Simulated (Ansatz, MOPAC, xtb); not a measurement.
Complex: CH4O (SMILES CO) (first 6 atoms) with CH2F2 (SMILES FCF); geometry from B3LYP-D3(BJ)/def2-TZVP, rigid monomers moved along the line of their centres of mass till O2···H11 is 2.62 Å.
(charge 0, multiplicity 1):
```xyz
11

C      0.38733    -0.58090     0.42495
O      0.26264     0.75478     0.90939
H     -0.26977    -0.76405    -0.43108
H      0.09221    -1.23807     1.24028
H      1.41819    -0.81699     0.14292
H      0.53956     1.36427     0.21838
F      0.00943    -1.10816     4.21128
C      0.27028     0.21031     4.47353
F      1.41106     0.27615     5.22083
H     -0.55466     0.60907     5.06627
H      0.42848     0.72450     3.52682
```

Counterpoise-corrected where a basis set is named; no monomer relaxation.

The state that AM1 reach isn't checked.

Codes used: Ansatz (Gaussian orbitals); MOPAC for AM1 (differences of heats of formation); xtb for the GFN methods. Values without a source in brackets are computed.

**Question.** Give the interaction energy at the level AM1.

**Answer.** -7 kJ/mol

Ansatz is a program for electronic structure.
